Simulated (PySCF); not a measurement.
cyclopentene (C5H8), SMILES C1=CCCC1.

Coordinates come from a B3LYP-D3(BJ)/def2-SVP optimisation. One conformer was computed; it need not be the lowest.

Two levels are set side by side: PBE/def2-TZVP (PySCF) and HF/def2-TZVP (PySCF). Same geometry, gas phase. Differences are taken from unrounded values.

```
quantity                        HF    PBE  PBE minus HF
---------------------------  -----  -----  ------------
orbital gap (eV)             13.07   5.23         -7.84
highest occupied level (eV)  -9.22  -5.70          3.52
lowest empty level (eV)       3.85  -0.47         -4.32
dipole moment (D)             0.21   0.23          0.03
mean polarisability (bohr³)   55.3   58.5           3.2
```

Without exact exchange PBE keeps part of each electron's self-repulsion, which lifts occupied levels and narrows the gap. PBE's more diffuse valence density responds more strongly to a field. Differences between two approximate levels are no errors against the true value.

Rough cost on one machine, each run with all the roots and properties that it gave: HF against PBE about 1/4.
